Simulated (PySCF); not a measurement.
Au(Cl) anion (AuCl), SMILES [Cl][Au] (connectivity only; charge and spin as stated), charge -1, multiplicity 2. Atoms are numbered in the order given.

```xyz
2

Au     0.0000     0.0000    -0.4316
Cl     0.0000     0.0000     2.0055
```
Charge -1, spin multiplicity 2.

Geometry optimised at PBE-D3(BJ)/def2-TZVPD. The spin state was assumed, not searched. The def2 effective core potentials stand for the cores of Au; spin–orbit coupling is left out.

The numbers are results of CAM-B3LYP/def2-TZVPD run with PySCF, not measurements.

Mulliken values depend strongly on the basis, most of all with diffuse functions as here. ESP charges are fitted to the potential on shells at 1.4 to 2.0 van der Waals radii. Atomic charges (e):

```json
[
 {"atom": "Au1", "ESP fit": "-0.49", "Mulliken": "-0.36", "Mulliken spin": "0.87"},
 {"atom": "Cl2", "ESP fit": "-0.51", "Mulliken": "-0.64", "Mulliken spin": "0.13"}
]
```
